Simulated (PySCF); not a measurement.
## Two-dimensional NMR puzzle

Compound of formula C₆H₇OPSi. Correlations simulated from computed shifts and the bond graph:

HSQC (one-bond C–H):
```
   δH     δC
10.24  198.4
 9.76  179.6
 9.56  172.3
 8.84  140.8
```

HMBC (two and three bonds, from the bond graph):
```
   δH                                 δC
10.24                172.3, 140.8, 140.1
 9.76                172.3, 144.2, 140.8
 9.56         198.4, 179.6, 140.8, 140.1
 8.84  198.4, 179.6, 172.3, 144.2, 140.1
 4.72                179.6, 144.2, 140.8
```

Carbons without hydrogens: δ 144.2, 140.1.

PySCF calculation with shielding tensors at PBE0/pcSseg-1 (GIAO) and structure optimised with GFN2-xTB; rapidly exchanging positions averaged, non-relativistic Hamiltonian, no solvent model, single conformer.

References, each an isolated molecule treated in the same way: TMS for 1H, 13C.

Exchangeable hydrogens are left out of these lists.

**Question.** Which molecule is this?

**Answer.** `C(=O)C1=CP=CC([SiH3])=C1`.

Mapped SMILES: `[O:1]=[CH:2][c:3]1[cH:4][p:5][cH:6][c:7]([SiH3:8])[cH:9]1`. Each H is labelled by its parent atom.

1. δC 198.4 is C2, an aldehyde carbonyl carbon (δH 10.24).
2. δC 179.6 is C6, an aromatic CH (δH 9.76).
3. δC 172.3 is C4, an aromatic CH (δH 9.56).
4. δC 144.2 is C7, a substituted aromatic carbon.
5. δC 140.8 is C9, an aromatic CH (δH 8.84).
6. δC 140.1 is C3, a substituted aromatic carbon.
7. HMBC from δH 10.24 reaches the proton-free carbon C3.
8. HMBC from δH 9.76 reaches the proton-free carbon C7.
9. HMBC from δH 9.56 reaches the proton-free carbon C3.
10. HMBC from δH 8.84 reaches the proton-free carbons C7, C3.

The data come from this structure; uniqueness wasn't tested.

Shifts are as computed. Against solution values, carbons near 30 ppm lie about +3 ppm off and those near 130 ppm about +5 ppm. Of 1211 compounds with measured shifts, 218 miss one by over three times the rms of a fit or turn the order of signals round; such compounds aren't used in these exercises.
